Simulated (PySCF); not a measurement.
C5H9O2 (SMILES CC(=[OH+])C=C(C)O), charge +1, singlet, geometry from GFN2-xTB. Base run: PySCF with M062X/STO-3G.

The PySCF input:
```python
from pyscf import gto, scf, dft

mol = gto.M(
    atom='''
C    -2.485536    0.489092    0.713416
C    -1.223237    0.155532    0.019045
O    -1.255361   -0.164085   -1.242017
C    -0.005598    0.177358    0.692810
C     1.222176   -0.123443    0.110286
C     2.472568   -0.075065    0.898311
O     1.274563   -0.449718   -1.148350
H    -2.327699    0.742017    1.756260
H    -3.176350   -0.354879    0.657554
H    -2.973748    1.330749    0.217597
H    -2.145283   -0.155176   -1.633060
H    -0.013945    0.444886    1.735034
H     3.148667    0.671422    0.475515
H     2.293813    0.169385    1.939812
H     2.988621   -1.035735    0.844410
H     2.170066   -0.643085   -1.473403
''',
    basis='sto-3g',
    charge=1,
    spin=0,
    verbose=4,
)

mf = dft.RKS(mol)
mf.xc = 'm062x'
mf.kernel()
```

Each row names what was changed in the base input (with any setting that the change needs).

```json
[
 {"change": "base", "E (Eh)": "-341.71520", "HOMO (eV)": "-11.83", "HOMO-LUMO gap (eV)": "7.57", "core-seconds (rough)": "8", "outcome": "converged"},
 {"change": "functional = pw6b95", "E (Eh)": "…", "HOMO (eV)": "…", "HOMO-LUMO gap (eV)": "…", "core-seconds (rough)": "10", "outcome": "converged"},
 {"change": "functional = b97-1", "E (Eh)": "-341.66286", "HOMO (eV)": "-10.43", "HOMO-LUMO gap (eV)": "5.18", "core-seconds (rough)": "5", "outcome": "converged"},
 {"change": "functional = pbe; dispersion = d3bj", "E (Eh)": "-341.33151", "HOMO (eV)": "-9.48", "HOMO-LUMO gap (eV)": "3.47", "core-seconds (rough)": "6", "outcome": "converged"},
 {"change": "functional = revpbe", "E (Eh)": "-341.66198", "HOMO (eV)": "-9.49", "HOMO-LUMO gap (eV)": "3.48", "core-seconds (rough)": "7", "outcome": "converged"},
 {"change": "functional = pbe", "E (Eh)": "-341.31914", "HOMO (eV)": "-9.48", "HOMO-LUMO gap (eV)": "3.47", "core-seconds (rough)": "7", "outcome": "converged"},
 {"change": "functional = lda,vwn", "E (Eh)": "…", "HOMO (eV)": "…", "HOMO-LUMO gap (eV)": "…", "core-seconds (rough)": "4", "outcome": "converged"},
 {"change": "functional = b97m_v", "E (Eh)": "-", "HOMO (eV)": "-", "HOMO-LUMO gap (eV)": "-", "core-seconds (rough)": "-", "outcome": "cut at the time limit"},
 {"change": "functional = tpss", "E (Eh)": "-341.84006", "HOMO (eV)": "-9.61", "HOMO-LUMO gap (eV)": "3.58", "core-seconds (rough)": "10", "outcome": "converged"},
 {"change": "functional = pw91,pw91", "E (Eh)": "-341.58922", "HOMO (eV)": "-9.56", "HOMO-LUMO gap (eV)": "3.46", "core-seconds (rough)": "9", "outcome": "converged"},
 {"change": "functional = hf", "E (Eh)": "…", "HOMO (eV)": "…", "HOMO-LUMO gap (eV)": "…", "core-seconds (rough)": "0.9", "outcome": "converged"},
 {"change": "functional = wb97x_v", "E (Eh)": "-", "HOMO (eV)": "-", "HOMO-LUMO gap (eV)": "-", "core-seconds (rough)": "-", "outcome": "cut at the time limit"},
 {"change": "functional = x3lyp", "E (Eh)": "-341.56158", "HOMO (eV)": "-10.49", "HOMO-LUMO gap (eV)": "5.22", "core-seconds (rough)": "7", "outcome": "converged"}
]
```

Q: What belongs in the gaps?

A: 
- functional = pw6b95, E (Eh): -342.16268
- functional = pw6b95, HOMO (eV): -10.86
- functional = pw6b95, HOMO-LUMO gap (eV): 5.64
- functional = lda,vwn, E (Eh): -338.82208
- functional = lda,vwn, HOMO (eV): -9.38
- functional = lda,vwn, HOMO-LUMO gap (eV): 3.45
- functional = hf, E (Eh): -339.75874
- functional = hf, HOMO (eV): -13.40
- functional = hf, HOMO-LUMO gap (eV): 12.19

Total energies compare only within one method and basis.
